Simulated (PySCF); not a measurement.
## `CCO[C@H](F)C(C)=O`, C5H9FO2

Geometry:
```tsv
atom	x (Å)	y (Å)	z (Å)
C1	-2.577	0.259	-0.168
C2	-1.522	-0.666	0.425
O3	-0.209	-0.103	0.391
C4	0.441	-0.179	-0.809
F5	0.856	-1.492	-1.037
C6	1.685	0.732	-0.733
C7	2.700	0.263	0.253
O8	1.758	1.723	-1.406
H9	-2.543	1.225	0.328
H10	-3.561	-0.179	-0.026
H11	-2.418	0.410	-1.234
H12	-1.519	-1.636	-0.086
H13	-1.716	-0.827	1.487
H14	-0.181	0.085	-1.679
H15	2.214	0.164	1.222
H16	3.051	-0.725	-0.040
H17	3.533	0.957	0.308
```

Computed with GIAO B97-2/pcSseg-1 magnetisability, rotational g tensor and spin-rotation constants, non-relativistic, gas phase in PySCF 2.14.0. Geometry: GFN2-xTB.

Q: How diamagnetic is it, and how anisotropic?

A: Isotropic -1103 × 10⁻³⁰ J/T², or -66.5 × 10⁻⁶ cm³/mol; principal values -1211, -1117, -982 × 10⁻³⁰ J/T², anisotropy 199 × 10⁻³⁰ J/T² (root of half the summed squared differences of the principal values). The susceptibility is in cgs units.

Q: Split it along the inertial axes a, b, c into diamagnetic and paramagnetic parts about the centre of mass, with the quadrupole moment.

A: 
| axis | χ (10⁻⁶ cm³/mol) | diamagnetic (10⁻⁶ cm³/mol) | paramagnetic (10⁻⁶ cm³/mol) | summed x² of all electrons (Å²) | quadrupole Θ (D Å) |
| --- | --- | --- | --- | --- | --- |
| a | -67.5 | -444.7 | 377.1 | 215.1 | +7.40 |
| b | -64.0 | -1084.1 | 1020.1 | 64.3 | -8.15 |
| c | -67.8 | -1185.4 | 1117.6 | 40.5 | +0.75 |

Anisotropies 2χaa − χbb − χcc = -3.3 and 2χbb − χaa − χcc = +7.3 × 10⁻⁶ cm³/mol. Θ is traceless in Buckingham's convention.

Q: And the rotational g tensor?

A: 
| axis | rotational constant (GHz) | g | nuclear part | electronic part |
| --- | --- | --- | --- | --- |
| a | 3.3502 | -0.0336 | 0.5600 | -0.5936 |
| b | 1.2430 | -0.0092 | 0.5865 | -0.5957 |
| c | 1.1108 | -0.0089 | 0.5742 | -0.5832 |

Asymmetric top; isotopes 12C, 19F, 1H, 16O; no vibrational averaging.
